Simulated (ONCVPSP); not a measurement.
# La (Z = 57): one change to an ONCV potential, before and after

ONCVPSP 4.0.1 input, shortened (lines: element, Z, core and valence counts, functional; n l f; lmax; l rc ep ncon nbas qcut; lloc lpopt rc5 dvloc0; l nproj debl; icmod fcfact rcfact), PBEsol, scalar-relativistic:

```
  La 57.00    9    4  -116133      upf
    1    0    2.00
    2    0    2.00
    2    1    6.00
    3    0    2.00
    3    1    6.00
    3    2   10.00
    4    0    2.00
    4    1    6.00
    4    2   10.00
    5    0    2.00
    5    1    6.00
    5    2    1.00
    6    0    2.00
    3
    0    2.45    0.00    3    7    3.80
    1    2.45    0.00    4    8    7.00
    2    2.65    0.00    3    7    3.30
    3    2.65    0.19    4    9    3.70
    4    5    2.15    3.00
    0    2    1.00
    1    2    0.40
    2    1    1.80
    3    1    1.50
    0    0.00    0.00
```

In the p channel the program set the typed energies aside and used -0.823, 0.250 Ha. In the f channel the program set the typed energies aside and used -0.161 Ha.

All-electron outer shells of the reference configuration (PBEsol, scalar-relativistic, ld1.x):

```csv
shell,level (eV),outermost node (bohr),outermost maximum (bohr)
5s,-38.95,0.77,1.41
5p,-22.40,0.83,1.58
6s,-3.70,1.86,3.79
5d,-3.10,0.95,2.21
```

Change: d: qcut 1.9.

Cutoffs: the cutoffs (Ha) at which the residual kinetic energy of the hardest occupied pseudo-wave falls to 1 and 0.1 mHa per electron; they do not see the model core or the augmentation charge, which bear on the density cutoff. Errors are all-electron minus pseudo energies relative to the spin-unpolarised reference configuration.

Q: What does the change do?

A: The potential gets harder (12 Ha and 15 Ha → 25 Ha and 39 Ha); of the 4 tests that both files solve, the error grows in 1 and shrinks in 0 by more than 15 % and 0.3 meV (median size 3.3 → 7.1 meV); neither file shows a bound ghost.

| quantity | base | changed |
| --- | --- | --- |
| cutoff, loose | 12 Ha | 25 Ha |
| cutoff, tight | 15 Ha | 39 Ha |
| loose cutoff by channel | s 5.2 Ha, p 12 Ha, d 5.4 Ha | s 5.2 Ha, p 12 Ha, d 25 Ha |
| bound ghosts | none | none |
| GHOST(+) flags under 300 eV | none | none |
| error for 5s2 5p6 5d1 6s1, meV [ΔE 6.00 eV] | -1.7 | -1.8 |
| error for 5s2 5p6 5d1 6s0, meV [ΔE 16.85 eV] | -8.1 | -9.3 |
| error for 5s2 5p6 5d0 6s0, meV [ΔE 35.76 eV] | +2.0 | +16 |
| error for 5s2 5p6 5d1 6s0 6p1, meV [ΔE 8.98 eV] | -4.5 | -4.9 |
| s: phases at 2.49 bohr within 0.05 rad from the reference energy up to (Ha; the scan ends near 5) | 2.8 | 2.8 |
| p: phases at 2.49 bohr within 0.05 rad from the reference energy up to (Ha; the scan ends near 5) | to the end of the scan | to the end of the scan |
| d: phases at 2.69 bohr within 0.05 rad from the reference energy up to (Ha; the scan ends near 5) | 1.7 | 1.2 |
| f: phases at 2.69 bohr within 0.05 rad from the reference energy up to (Ha; the scan ends near 5) | -0.0 | -0.0 |

Base: The cutoffs count occupied waves only; projector 1 of the f channel, the hardest unoccupied one, needs 54 Ha at the loose tolerance.
